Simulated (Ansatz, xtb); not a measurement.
## A geometry optimisation of CuH5Si2 with r2SCAN-D4/def2-SVP

The starting geometry of this gas-phase singlet has its atoms placed at random.

| atom | x (Å) | y (Å) | z (Å) |
| --- | --- | --- | --- |
| Cu | 1.1259 | 1.4006 | -0.8701 |
| Si | 0.3441 | -1.8502 | 0.3939 |
| Si | 0.0741 | 0.7208 | 0.7996 |
| H | 0.2518 | -1.2366 | 1.7287 |
| H | 1.0444 | 1.2159 | 1.8173 |
| H | 0.0182 | 0.2602 | -1.1658 |
| H | 1.2861 | -0.3561 | 0.7319 |
| H | 2.0935 | -0.4294 | -0.9495 |

One run relaxed it with r2SCAN-D4/def2-SVP. What is a likely outcome?

It ends as a structure with H6 bridging Cu1 and Si3, H7 bridging Si3 and Si2, given below by its coordinates. Distances that change by over a tenth: Cu1–Si3 (2.09 → 2.35 Å). Contacts that close: Cu1–H8 (2.07 → 1.51 Å), Si2–Si3 (2.62 → 2.25 Å), Si3–H6 (2.02 → 1.59 Å).

The energy falls by 5.67 eV over 20 steps:

```tsv
step	E − E(last) (eV)
1	5.672
3	3.030
5	1.459
7	0.451
9	0.115
12	0.019
14	0.011
16	0.005
18	0.000
20	0.000
```

Final geometry (Å):

```yaml
atoms:
  - { symbol: Cu, position_ang: [1.4559, 0.8159, -1.2288] }
  - { symbol: Si, position_ang: [-0.3149, -1.8738, 1.1335] }
  - { symbol: Si, position_ang: [0.1644, 0.2736, 0.6627] }
  - { symbol: H, position_ang: [0.2741, -1.4165, 2.4775] }
  - { symbol: H, position_ang: [0.7856, 1.3689, 1.4751] }
  - { symbol: H, position_ang: [-0.1280, 0.8605, -0.7842] }
  - { symbol: H, position_ang: [1.1091, -1.0757, 0.4358] }
  - { symbol: H, position_ang: [2.8920, 0.7722, -1.6857] }
```

From the same start GFN2-xTB ends elsewhere, differing in Si2–H7 (3.05 against 1.78 Å here), Si3–H6 (2.61 against 1.59 Å here).

From so rough a start the end depends on the optimiser's path, so another program may land elsewhere. The end wasn't checked by frequencies. Run with Ansatz 0.2.0, 80 s on 1 thread of Intel(R) Xeon(R) Platinum 8375C CPU @ 2.90GHz (Ice Lake), on a shared host.
